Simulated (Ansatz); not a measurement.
Results of the Gaussian-basis code of Ansatz.

A structure relaxed at PBE0-D4/def2-TZVP, charge 0, multiplicity 1:

```
atom   x (Å)   y (Å)   z (Å)
  O1   2.269   0.212  -1.794
  C2   1.310  -0.043  -1.240
 Co3  -0.192  -0.449  -0.379
 Si4   0.530   1.243   1.049
  C5  -1.592   0.630  -0.571
  O6  -2.489   1.316  -0.698
  C7  -0.077  -1.427   1.102
  O8  -0.005  -2.057   2.045
  C9  -0.743  -1.744  -1.472
 O10  -1.094  -2.567  -2.167
 H11   0.655   2.534   0.321
 H12   1.857   0.914   1.634
 H13  -0.430   1.437   2.168
```

Give its formula and SMILES.

C4H3CoO4Si, `[O+]#[C][Co-4]([SiH3])([C]#[O+])([C]#[O+])[C]#[O+]`.

Point group (tolerance 0.08 Å, 0.16 Å for H)?

C3v.

Summarise the bond lengths by kind.

4 × C–O 1.133 to 1.137 Å; 4 × C–Co 1.778 to 1.782 Å; 1 × Co–Si 2.329 Å; 3 × H–Si 1.487 Å.
